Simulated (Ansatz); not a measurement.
[TcOF4]- (TcOF₄⁻) was relaxed with PBE0-D4 (def2-SVPD) in Ansatz in these states: charge -1 singlet, charge -1 triplet, neutral doublet. The geometries follow in no particular order.

In the def2 sets Tc takes a core potential; there is no spin–orbit coupling.

A:

| atom | x (Å) | y (Å) | z (Å) |
| --- | --- | --- | --- |
| Tc1 | -0.016 | -0.071 | 0.072 |
| O2 | -0.273 | -1.193 | 1.198 |
| F3 | -0.399 | -0.819 | -1.557 |
| F4 | 1.730 | -0.212 | -0.465 |
| F5 | 0.544 | 1.452 | 0.921 |
| F6 | -1.585 | 0.843 | -0.169 |

B:

```xyz
6

Tc   -0.017   -0.169    0.014
O    -0.177   -1.780    0.152
F    -1.362    0.720    1.033
F    -1.037    0.473   -1.463
F     1.459    0.256   -1.116
F     1.133    0.500    1.380
```

C:

| atom | x (Å) | y (Å) | z (Å) |
| --- | --- | --- | --- |
| Tc1 | 0.008 | -0.009 | 0.011 |
| O2 | 0.828 | -0.934 | 1.143 |
| F3 | 1.072 | 0.453 | -1.455 |
| F4 | 0.481 | 1.684 | 0.813 |
| F5 | -1.765 | 0.330 | 0.498 |
| F6 | -0.624 | -1.524 | -1.009 |

Task: Judge from the bond lengths which geometry belongs to which state (an estimate).

Result: A is the neutral doublet (Tc1–F6 1.832 Å, Tc1–F4 1.832 Å, Tc1–F5 1.832 Å); B is the charge -1 singlet (Tc1–F6 1.907 Å, Tc1–F4 1.907 Å, Tc1–F5 1.907 Å); C is the charge -1 triplet (Tc1–F6 1.932 Å, Tc1–F4 1.932 Å, Tc1–F5 1.869 Å).

At PBE0-D4/def2-TZVPD a singlet lies 0.06 eV below the charge -1 triplet.
